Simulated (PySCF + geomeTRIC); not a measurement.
Species: C2H6N, SMILES `C[N]C` (charge 0, multiplicity 2).

Q: Give a relaxed geometry from TPSS-D3(BJ)/def2-SVP run with PySCF + geomeTRIC.

A: the end point of this relaxation (outside a Z-matrix the atoms follow the SMILES, hydrogens last).
Z-matrix (Å, degrees):
```
N
C 1 1.4379
H 2 1.1108 1 109.28
H 2 1.1109 3 105.09 1 117.17
H 2 1.1132 3 108.62 4 116.06
C 1 1.4379 2 115.61 3 -123.24
H 6 1.1106 1 109.31 2 123.91
H 6 1.1110 7 105.10 1 -117.15
H 6 1.1132 7 108.66 8 -116.03
```
